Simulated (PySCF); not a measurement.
## Radiative rates from a computed spectrum

C5H12BP.
SMILES with atom numbers: `[BH3-:1][P@@H+:2]1[CH2:3][CH:4]=[C:5]([CH3:6])[CH2:7]1` (hydrogens: H8, H9, H10 on B1; H11 on P2; H12, H13 on C3; H14 on C4; H15, H16, H17 on C6; H18, H19 on C7)

Method used: TDDFT PBE0/def2-SVPD, vertical, gas phase, core orbitals frozen in the response in PySCF 2.14.0, density-fitted response routines. Isolated species at its GFN2-xTB geometry (one conformer only).

Computed singlets with f of 0.002 or more:

```tsv
state	λ (nm)	f
S1	192.6	0.022
S2	187.5	0.057
S3	175.4	0.010
S4	174.7	0.028
S5	172.9	0.045
S6	171.0	0.0074
S7	168.1	0.0063
S8	166.5	0.030
```

Question: Turn these into Einstein A coefficients, radiative lifetimes, transition dipoles and integrated cross-sections.

Answer: A / s⁻¹ = 0.6670 f (ν̃ / cm⁻¹)² and τ = 1/A in vacuum; |μ| follows from f = (2/3) ΔE |μ|² (atomic units, 1 au = 2.5417 D); ∫σ dE = 109.76 f Mb·eV.

```
state  A (s⁻¹)       τ  |μ| (D)  ∫σ dE (Mb·eV)
   S1  3.9×10⁷   26 ns     0.94            2.4
   S2  1.1×10⁸  9.2 ns     1.51            6.3
   S3  2.2×10⁷   45 ns     0.62            1.1
   S4  6.2×10⁷   16 ns     1.03            3.1
   S5  1.0×10⁸  9.9 ns     1.29              5
   S6  1.7×10⁷   59 ns     0.52           0.81
   S7  1.5×10⁷   67 ns     0.48            0.7
   S8  7.3×10⁷   14 ns     1.04            3.3
```

Leading configurations: S1 H→L+1 (58%); S2 H→L (43%); S3 H→L+2 (55%); S4 H-1→L (85%); S5 H-2→L (49%); S6 H-3→L (70%); S7 H-1→L+1 (82%); S8 H→L+3 (26%) (H = HOMO, L = LUMO).

Only emission to the ground state at the vertical energy is counted.

Question: What is the integrated cross-section of all computed states together?

Answer: Σf = 0.207 over S1 to S8, so 109.76 × Σf ≈ 22.7 Mb·eV.

Question: Suppose S1 emitted 0.3 eV lower with the same transition dipole. How would A change?

Answer: At fixed |μ|, A goes as the cube of the energy: (6.14/6.44)³ = 0.87, which makes τ about 30 ns.

Question: How much energy does a mole of photons resonant with S2 carry?

Answer: 6.614 eV × 96.485 = 638 kJ/mol (153 kcal/mol).

The run took 47 s of wall time on one thread, Arm Neoverse V1 (aarch64), no GPU, shared host, and the process peaked at 1.0 GiB of memory.
